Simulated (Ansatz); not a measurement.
Program: Ansatz. Geometries: PBE0-D4/def2-TZVP. ΔE: electronic, gas phase. CCSD(T)/CBS is the MP2 limit (def2-TZVPP, def2-QZVPP) plus CCSD(T) − MP2 in def2-TZVPP, frozen cores. This one scheme is used for every species, atoms too. DFT in def2-TZVPP. B3LYP here is the variant with VWN-RPA as its local correlation; programs differ in this. No spin–orbit coupling; open shells (•) take unrestricted orbitals. Spin–orbit coupling would lower the free atoms: a little for C, O, S, Si. One conformer a species, not always the lowest.

`O[SiH]1CS[SiH2]1` → C• + 6 H• + O• + S• + 2 Si•  (atomization)

`O[SiH]1CS[SiH2]1`:

Cartesian coordinates in Å:
```
O -1.259 1.758 0.219
Si 0.175 0.946 0.261
C 0.070 -0.635 1.297
S -0.411 -1.825 -0.025
Si 0.470 -0.531 -1.519
H -2.023 1.264 -0.085
H 1.167 1.961 0.700
H -0.699 -0.621 2.072
H 1.016 -0.939 1.750
H 1.849 -0.933 -1.916
H -0.355 -0.447 -2.755
```

Q: What is ΔE at CCSD(T)/CBS? (Best estimate.)

A: Ansatz gave: +3847.2 kJ/mol.

Q: What do these levels give: PBE-D4, r2SCAN-D4, ωB97X-V, ωB97M-V, PBE, B3LYP, HF/def2-TZVPP, SCS-MP2/def2-TZVPP, CCSD(T)/def2-TZVPP, HF/def2-QZVPP, SCS-MP2/def2-QZVPP, MP2/CBS(def2)? (An estimate is asked.)

A: Computed: PBE-D4 3881.0, r2SCAN-D4 3851.2, ωB97X-V 3866.6, ωB97M-V 3852.6, PBE 3849.4, B3LYP 3764.1, HF/def2-TZVPP 2766.9, SCS-MP2/def2-TZVPP 3769.0, CCSD(T)/def2-TZVPP 3726.3, HF/def2-QZVPP 2773.8, SCS-MP2/def2-QZVPP 3848.8, MP2/CBS(def2) 3903.6 kJ/mol.

Largest T1 diagnostic among the species: 0.013.

From PBE to PBE0 (25 % exact exchange), in def2-TZVPP and without D4, ΔE moves by −47.2 kJ/mol: exact exchange takes away binding that semilocal exchange gives to molecules. The D4 term adds +51.5 kJ/mol with B3LYP and +26.9 kJ/mol with PBE0; it sums over pairs of atoms, weighted by their polarisabilities, and B3LYP, whose exchange is more repulsive, gets the larger term. In def2-TZVPP, CCSD(T) changes the Hartree–Fock value by +959.4 kJ/mol (the triples alone add +61.6 kJ/mol) and MP2 by +1015.8 kJ/mol; breaking electron pairs costs correlation energy, which Hartree–Fock lacks.

For atomizations the MP2-based limit and the directly extrapolated one differ by several kJ/mol either way, and by 10 to 25 for some Ge, Se and Sn compounds, so smaller differences from it don't rank the levels.
